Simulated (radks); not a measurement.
Values are calculated unless marked as measured or tabulated.
Ionisation of neutral bromine, [Ar] 3d10 4s2 4p5, to [Ar] 3d10 4s2 4p4 as the strength of local exchange is varied. Level of theory: scalar-relativistic Kohn-Sham, Slater X-alpha exchange (alpha = 2/3 is LDA exchange), no correlation, spin-polarised, spherical densities, finite nucleus; open shells are filled with parallel spins first; Fermi nuclear charge, rms radius 4.1629 fm (a radial shooting solver on a logarithmic mesh with Libxc functionals).

alpha = 0.56: E(Br) (hartree) -2586.27278; exchange (hartree) -71.47046; IE (eV) 9.590; -e of the level emptied (eV) 5.375 (4p); <r> of it (bohr) 2.207
alpha = 0.667: E(Br) (hartree) -2599.97938; exchange (hartree) -85.57135; IE (eV) 10.644; -e of the level emptied (eV) 6.341 (4p); <r> of it (bohr) 2.146
alpha = 0.695: E(Br) (hartree) -2603.57795; exchange (hartree) -89.28472; IE (eV) 10.928; -e of the level emptied (eV) 6.605 (4p); <r> of it (bohr) 2.131
alpha = 0.789: E(Br) (hartree) -2615.69459; exchange (hartree) -101.82194; IE (eV) 11.910; -e of the level emptied (eV) 7.521 (4p); <r> of it (bohr) 2.082
alpha = 0.829: E(Br) (hartree) -2620.86729; exchange (hartree) -107.19003; IE (eV) 12.340; -e of the level emptied (eV) 7.926 (4p); <r> of it (bohr) 2.062

NIST Atomic Spectra Database: 11.814 eV (measured). The Delta-SCF value meets it near alpha = 0.78. Open shells are spherical and high-spin; term and fine-structure splittings are not resolved.
